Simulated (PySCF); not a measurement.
# Peak assignment

Molfile (atoms numbered from 1):
```
C5H13BN2
     RDKit          3D

 21 21  0  0  0  0  0  0  0  0999 V2000
   -2.5112   -0.6152    0.5874 C   0  0  0  0  0  0  0  0  0  0  0  0
   -2.1798    0.6406   -0.2062 C   0  0  0  0  0  0  0  0  0  0  0  0
   -1.0067    0.4538   -1.1682 C   0  0  0  0  0  0  0  0  0  0  0  0
    0.3893    0.1689   -0.4857 B   0  0  0  0  0  0  0  0  0  0  0  0
    0.7834    0.5420    0.8312 N   0  0  0  0  0  0  0  0  0  0  0  0
    2.0825   -0.0180    1.1471 C   0  0  0  0  0  0  0  0  0  0  0  0
    2.6791   -0.3380   -0.2339 C   0  0  0  0  0  0  0  0  0  0  0  0
    1.5109   -0.4766   -1.0804 N   0  0  0  0  0  0  0  0  0  0  0  0
   -1.6417   -0.9533    1.1738 H   0  0  0  0  0  0  0  0  0  0  0  0
   -2.7931   -1.4437   -0.0827 H   0  0  0  0  0  0  0  0  0  0  0  0
   -3.3472   -0.4528    1.2854 H   0  0  0  0  0  0  0  0  0  0  0  0
   -3.0775    0.9664   -0.7596 H   0  0  0  0  0  0  0  0  0  0  0  0
   -1.9523    1.4674    0.4911 H   0  0  0  0  0  0  0  0  0  0  0  0
   -0.8862    1.3627   -1.7869 H   0  0  0  0  0  0  0  0  0  0  0  0
   -1.2359   -0.3541   -1.8865 H   0  0  0  0  0  0  0  0  0  0  0  0
    0.1753    0.8197    1.5866 H   0  0  0  0  0  0  0  0  0  0  0  0
    2.7256    0.6758    1.7146 H   0  0  0  0  0  0  0  0  0  0  0  0
    1.9933   -0.9449    1.7486 H   0  0  0  0  0  0  0  0  0  0  0  0
    3.3009   -1.2489   -0.2037 H   0  0  0  0  0  0  0  0  0  0  0  0
    3.3342    0.4917   -0.5687 H   0  0  0  0  0  0  0  0  0  0  0  0
    1.6384   -0.6765   -2.0613 H   0  0  0  0  0  0  0  0  0  0  0  0
  1  2  1  0
  2  3  1  0
  3  4  1  0
  4  5  1  0
  5  6  1  0
  6  7  1  0
  7  8  1  0
  8  4  1  0
  1  9  1  0
  1 10  1  0
  1 11  1  0
  2 12  1  0
  2 13  1  0
  3 14  1  0
  3 15  1  0
  5 16  1  0
  6 17  1  0
  6 18  1  0
  7 19  1  0
  7 20  1  0
  8 21  1  0
M  END
```

- structure optimised with PBE0-D3(BJ)/def2-SVP
- KT2/pcSseg-1 with gauge-including orbitals
- code: PySCF
- one conformer, relativity neglected, isolated molecule, rapidly exchanging positions averaged

Referencing at the same level of theory: 13C (σref 183.22) and 1H (σref 31.18) against TMS.

Question: Assign these signals to the numbered atoms. 13C{1H} NMR (computed): δ 48.8, 23.0, 18.0, 15.7.

Answer: 
| δ (ppm) | atoms | environment | reason |
| --- | --- | --- | --- |
| 48.8 | C6/C7 | sp3 CH2 bonded to N | deshielded by the electronegative neighbour |
| 23.0 | C2 | sp3 CH2 | aliphatic region, no heteroatom directly attached |
| 18.0 | C1 | methyl carbon | saturated and bonded to C and H only |
| 15.7 | C3 | sp3 CH2 bonded to B | – |

Question: Assign these signals to the numbered atoms. 1H NMR (300 MHz, computed): δ 3.40 (s, 4H), 2.05 (br s, 2H), 1.43 (m, 2H), 0.92 (t, 3H), 0.85 (t, 2H).

Answer: 
```tsv
δ (ppm)	atoms	environment	reason
3.40	H17/H18/H19/H20	hydrogen on an sp3 CH2 bonded to N	its carbon carries N, hence the downfield position
2.05	H16/H21	hydrogen on a nitrogen bonded to C, B, in a 5-membered ring	labile proton, position sensitive to the medium
1.43	H12/H13	hydrogen on an sp3 CH2	–
0.92	H9/H10/H11	hydrogen on a methyl carbon	far from electronegative atoms and π systems
0.85	H14/H15	hydrogen on an sp3 CH2 bonded to B	–
```

H9/H10/H11 and H14/H15 lie closer than the usual error of such a calculation, so a measured spectrum could show them in the other order.

OH and NH positions are those of a molecule without intermolecular hydrogen bonds; in solution they move with solvent, concentration and temperature, and exchange usually removes their couplings. A carbon bonded to boron is broadened by the quadrupolar boron nucleus and is often missing from a measured spectrum. Shifts are as computed. Against solution values, carbons near 30 ppm lie about +2 ppm off and those near 130 ppm about -5 ppm. Of 1309 compounds with measured shifts, 239 miss one by over three times the rms of a fit or turn the order of signals round; such compounds aren't used in these exercises. No couplings were computed; multiplicities are counted from neighbouring protons, with m where these are inequivalent, close in shift, in a saturated or five-membered ring or joined by F or P, and br s for small geminal =CH2 splittings.
